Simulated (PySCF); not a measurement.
# Computed records: CH4B2Si, B3H3N, AlF2H2N, CH5AlBSi and others

All values are calculated (PySCF 2.14.0). Calculation on a computer-drawn molecule: the log of a Hartree-Fock and frozen-core CCSD(T) single point meant for a local Hartree-Fock minimum, with one planted fault or none, to be diagnosed. Offsets are logged minus clean, where the clean run is the same molecule without the fault. The reference is restricted for singlets and unrestricted otherwise, and also for a bond in bohr or an excited solution. Adding or removing an electron swaps singlet and doublet. The excited solution moves the top pair (singlet) or top alpha electron (doublet) to the lowest empty orbital. Highest occupied and lowest empty are orbital energies over both spins, largest force is the largest gradient component, triples share is (T) over the correlation energy, the T1 limit is 0.02 restricted and 0.045 unrestricted, electrons count all cores, a negative frequency is imaginary (commonest isotopes), and the dipole is about the centre of nuclear charge.

Common to all runs: logged SCF converged yes; logged CC converged yes; logged SCF stable within its kind yes; possible faults no fault, one electron removed, one electron added, multiplicity raised by two, geometry at a saddle point, SCF held on an excited solution, minimal basis STO-3G, one bond length entered in bohr, all coordinates scaled.

```json
{"entry": 1, "formula": "CH4B2Si", "logged_structure": {"atoms_angstrom": [["C", 1.1032, 0.0065, 2.3094], ["B", 0.3231, -0.7348, 1.4246], ["B", -0.629, -1.6006, 0.4002], ["Si", -2.6178, -1.9008, 0.5157], ["H", 2.1784, 0.1005, 2.1961], ["H", 0.6751, 0.5289, 3.1593], ["H", -0.0941, -2.1654, -0.5222], ["H", -2.8838, -0.7127, -0.3914]]}, "given": {"meant_charge": 0, "meant_multiplicity": 1, "meant_basis": "cc-pV(D+d)Z", "logged_electrons": 34, "logged_basis_functions": 85, "logged_spin_squared": 2.2249, "logged_highest_occupied [eV]": -7.9386, "logged_lowest_empty [eV]": -0.032653, "logged_largest_force [hartree/bohr]": 0.023145, "logged_T1_diagnostic": 0.044527, "logged_D1_diagnostic": 0.18375, "logged_triples_share": 0.038096, "logged_dipole_magnitude [debye]": 0.70529, "logged_energy_HF [hartree]": -378.3426, "logged_energy_CCSD(T) [hartree]": -378.75808, "drawn_bonds_atom": [1, 2, 3, 1, 1, 3, 4], "drawn_bonds_other_atom": [2, 3, 4, 5, 6, 7, 8], "drawn_bonds_order": [2, 1, 1, 1, 1, 1, 1]}, "results": {"planted_fault": "multiplicity raised by two", "HF_energy_offset_from_clean_run [kcal/mol]": 15.17, "CCSD(T)_energy_offset_from_clean_run [kcal/mol]": 30.33}}
{"entry": 2, "formula": "B3H3N", "logged_structure": {"atoms_angstrom": [["B", -1.9508, 3.1647, -2.1865], ["B", -0.9772, 2.5819, -0.9875], ["N", -0.1875, 2.1277, -0.1325], ["B", 0.6919, 1.6198, 0.8337], ["H", -3.0392, 3.6202, -2.3075], ["H", 0.6846, 0.4462, 1.093], ["H", 1.4512, 2.3592, 1.4008]]}, "given": {"meant_charge": 0, "meant_multiplicity": 2, "meant_basis": "cc-pVDZ", "logged_electrons": 24, "logged_basis_functions": 71, "logged_spin_squared": 0.0, "logged_highest_occupied [eV]": -15.581, "logged_lowest_empty [eV]": -7.3345, "logged_largest_force [hartree/bohr]": 0.044555, "logged_T1_diagnostic": 0.030015, "logged_D1_diagnostic": 0.083421, "logged_triples_share": 0.043152, "logged_dipole_magnitude [debye]": 9.0559, "logged_energy_HF [hartree]": -129.90031, "logged_energy_CCSD(T) [hartree]": -130.32551, "drawn_bonds_atom": [1, 2, 3, 1, 4, 4], "drawn_bonds_other_atom": [2, 3, 4, 5, 6, 7], "drawn_bonds_order": [1, 2, 1, 1, 1, 1]}, "results": {"planted_fault": "one electron removed", "HF_energy_offset_from_clean_run [kcal/mol]": 197.2, "CCSD(T)_energy_offset_from_clean_run [kcal/mol]": 196.1}, "notes": ["T1 above single-reference limit"]}
{"entry": 3, "formula": "AlF2H2N", "logged_structure": {"atoms_angstrom": [["N", 2.6141, -1.9661, -1.61], ["Al", 1.7898, -3.1299, -0.6164], ["F", 2.0779, -3.2155, 0.9991], ["F", 0.7011, -4.1745, -1.2672], ["H", 3.2862, -1.3023, -1.2757], ["H", 2.4829, -1.8631, -2.5981]]}, "given": {"meant_charge": 0, "meant_multiplicity": 1, "meant_basis": "cc-pV(D+d)Z", "logged_electrons": 40, "logged_basis_functions": 75, "logged_spin_squared": 2.009, "logged_highest_occupied [eV]": -4.3566, "logged_lowest_empty [eV]": -0.98582, "logged_largest_force [hartree/bohr]": 0.069284, "logged_T1_diagnostic": 0.016599, "logged_D1_diagnostic": 0.054706, "logged_triples_share": 0.018035, "logged_dipole_magnitude [debye]": 6.5116, "logged_energy_HF [hartree]": -496.42627, "logged_energy_CCSD(T) [hartree]": -497.03663, "drawn_bonds_atom": [1, 2, 2, 1, 1], "drawn_bonds_other_atom": [2, 3, 4, 5, 6], "drawn_bonds_order": [1, 1, 1, 1, 1]}, "results": {"planted_fault": "multiplicity raised by two", "HF_energy_offset_from_clean_run [kcal/mol]": 121.7, "CCSD(T)_energy_offset_from_clean_run [kcal/mol]": 135.5}}
{"entry": 4, "formula": "CH5AlBSi", "logged_structure": {"atoms_angstrom": [["Al", -1.7091, -0.3579, -2.3555], ["B", 0.0066, 0.2956, -1.1951], ["C", 0.9935, -0.7054, -0.7177], ["Si", 2.3345, -0.0972, 0.2038], ["H", -2.9344, -0.8495, -3.1879], ["H", 0.0532, 1.4754, -1.0032], ["H", 0.93, -1.7716, -0.9048], ["H", 2.466, 1.3341, 0.4834], ["H", 3.3989, -0.9444, 0.7519]]}, "given": {"meant_charge": 1, "meant_multiplicity": 1, "meant_basis": "cc-pV(D+d)Z", "logged_electrons": 42, "logged_basis_functions": 99, "logged_spin_squared": 0.0, "logged_highest_occupied [eV]": -13.643, "logged_lowest_empty [eV]": -4.3657, "logged_largest_force [hartree/bohr]": 1.419e-05, "logged_lowest_frequency [cm^-1]": 96.016, "logged_T1_diagnostic": 0.014779, "logged_D1_diagnostic": 0.043519, "logged_triples_share": 0.036704, "logged_dipole_magnitude [debye]": 3.4464, "logged_energy_HF [hartree]": -596.0158, "logged_energy_CCSD(T) [hartree]": -596.43316, "drawn_bonds_atom": [1, 2, 3, 1, 2, 3, 4, 4], "drawn_bonds_other_atom": [2, 3, 4, 5, 6, 7, 8, 9], "drawn_bonds_order": [1, 1, 2, 1, 1, 1, 1, 1]}, "results": {"planted_fault": "no fault", "HF_energy_offset_from_clean_run [kcal/mol]": 0.0, "CCSD(T)_energy_offset_from_clean_run [kcal/mol]": 0.0}}
{"entry": 5, "formula": "BClH4OSi", "logged_structure": {"atoms_angstrom": [["O", -2.5057, -1.032, 0.1224], ["Si", -1.5753, -1.0822, 1.4874], ["B", 0.3089, -1.7573, 1.0995], ["Cl", 0.8763, -1.8625, -0.5749], ["H", -2.0861, -0.8573, -0.707], ["H", -1.3237, 1.4598, 2.6475], ["H", -2.2615, -1.969, 2.4489], ["H", 1.1045, -2.0748, 1.9323]]}, "given": {"meant_charge": 0, "meant_multiplicity": 1, "meant_basis": "cc-pV(D+d)Z", "logged_electrons": 48, "logged_basis_functions": 94, "logged_spin_squared": 0.8334, "logged_highest_occupied [eV]": -8.8626, "logged_lowest_empty [eV]": 0.82161, "logged_largest_force [hartree/bohr]": 0.010241, "logged_T1_diagnostic": 0.039973, "logged_D1_diagnostic": 0.19746, "logged_triples_share": 0.030597, "logged_dipole_magnitude [debye]": 0.66433, "logged_energy_HF [hartree]": -850.27541, "logged_energy_CCSD(T) [hartree]": -850.83233, "drawn_bonds_atom": [1, 2, 3, 1, 2, 2, 3], "drawn_bonds_other_atom": [2, 3, 4, 5, 6, 7, 8], "drawn_bonds_order": [1, 1, 1, 1, 1, 1, 1]}, "results": {"planted_fault": "one bond length entered in bohr, row 5 of the drawn bonds", "HF_energy_offset_from_clean_run [kcal/mol]": 68.61, "CCSD(T)_energy_offset_from_clean_run [kcal/mol]": 73.72}}
{"entry": 6, "formula": "Al2FH2O", "logged_structure": {"atoms_angstrom": [["F", -3.2875, -1.668, 3.7799], ["Al", -2.3567, -1.3174, 2.5225], ["O", -1.4301, -0.9687, 1.2706], ["Al", -0.4003, -0.5808, -0.1247], ["H", 0.3399, -1.8245, -0.695], ["H", -0.4391, 0.9271, -0.5051]]}, "given": {"meant_charge": 1, "meant_multiplicity": 1, "meant_basis": "cc-pV(D+d)Z", "logged_electrons": 45, "logged_basis_functions": 84, "logged_spin_squared": 0.7573, "logged_highest_occupied [eV]": -6.4745, "logged_lowest_empty [eV]": 1.2843, "logged_largest_force [hartree/bohr]": 0.063537, "logged_T1_diagnostic": 0.018003, "logged_D1_diagnostic": 0.048101, "logged_triples_share": 0.021363, "logged_dipole_magnitude [debye]": 3.0386, "logged_energy_HF [hartree]": -659.42037, "logged_energy_CCSD(T) [hartree]": -659.93741, "drawn_bonds_atom": [1, 2, 3, 4, 4], "drawn_bonds_other_atom": [2, 3, 4, 5, 6], "drawn_bonds_order": [1, 1, 1, 1, 1]}, "results": {"planted_fault": "one electron added", "HF_energy_offset_from_clean_run [kcal/mol]": -138.5, "CCSD(T)_energy_offset_from_clean_run [kcal/mol]": -145.1}}
{"entry": 7, "formula": "BH4N2Si", "logged_structure": {"atoms_angstrom": [["N", -0.7436, -0.0434, 1.3759], ["B", -0.2527, -1.1315, 1.1507], ["N", 0.3634, -2.3972, 0.8262], ["Si", 1.3701, -2.6991, -0.435], ["H", -1.1584, 0.829, 1.5867], ["H", 0.1312, -3.1515, 1.4581], ["H", 1.695, -1.6026, -1.3361], ["H", 1.888, -4.0516, -0.5888]]}, "given": {"meant_charge": 1, "meant_multiplicity": 1, "meant_basis": "cc-pV(D+d)Z", "logged_electrons": 36, "logged_basis_functions": 85, "logged_spin_squared": 0.0, "logged_highest_occupied [eV]": -15.517, "logged_lowest_empty [eV]": -4.9242, "logged_largest_force [hartree/bohr]": 1.4787e-05, "logged_lowest_frequency [cm^-1]": 148.02, "logged_T1_diagnostic": 0.020191, "logged_D1_diagnostic": 0.070217, "logged_triples_share": 0.033245, "logged_dipole_magnitude [debye]": 5.2869, "logged_energy_HF [hartree]": -424.63481, "logged_energy_CCSD(T) [hartree]": -425.17116, "drawn_bonds_atom": [1, 2, 3, 1, 3, 4, 4], "drawn_bonds_other_atom": [2, 3, 4, 5, 6, 7, 8], "drawn_bonds_order": [2, 1, 1, 1, 1, 1, 1]}, "results": {"planted_fault": "no fault", "HF_energy_offset_from_clean_run [kcal/mol]": 0.0, "CCSD(T)_energy_offset_from_clean_run [kcal/mol]": 0.0}, "notes": ["T1 above single-reference limit"]}
{"entry": 8, "formula": "BH6N2Si", "logged_structure": {"atoms_angstrom": [["B", -2.1853, 2.029, 0.8967], ["Si", -1.1746, 0.6539, -0.2249], ["N", -0.3618, 1.0972, -1.5842], ["N", -1.1459, -0.9346, 0.2007], ["H", -3.226, 1.3308, 2.7608], ["H", -2.1945, 3.1601, 0.5315], ["H", -0.3383, 2.0489, -1.9066], ["H", 0.1589, 0.4825, -2.1852], ["H", -0.6754, -1.6691, -0.2987], ["H", -1.6169, -1.2772, 1.0198]]}, "given": {"meant_charge": 1, "meant_multiplicity": 1, "meant_basis": "cc-pV(D+d)Z", "logged_electrons": 38, "logged_basis_functions": 95, "logged_spin_squared": 0.6894, "logged_highest_occupied [eV]": -15.061, "logged_lowest_empty [eV]": -4.7847, "logged_largest_force [hartree/bohr]": 0.019927, "logged_T1_diagnostic": 0.059577, "logged_D1_diagnostic": 0.28016, "logged_triples_share": 0.03119, "logged_dipole_magnitude [debye]": 0.84364, "logged_energy_HF [hartree]": -425.69805, "logged_energy_CCSD(T) [hartree]": -426.25518, "drawn_bonds_atom": [1, 2, 2, 1, 1, 3, 3, 4, 4], "drawn_bonds_other_atom": [2, 3, 4, 5, 6, 7, 8, 9, 10], "drawn_bonds_order": [1, 1, 1, 1, 1, 1, 1, 1, 1]}, "results": {"planted_fault": "one bond length entered in bohr, row 4 of the drawn bonds", "HF_energy_offset_from_clean_run [kcal/mol]": 78.6, "CCSD(T)_energy_offset_from_clean_run [kcal/mol]": 78.42}, "notes": ["T1 above single-reference limit"]}
```
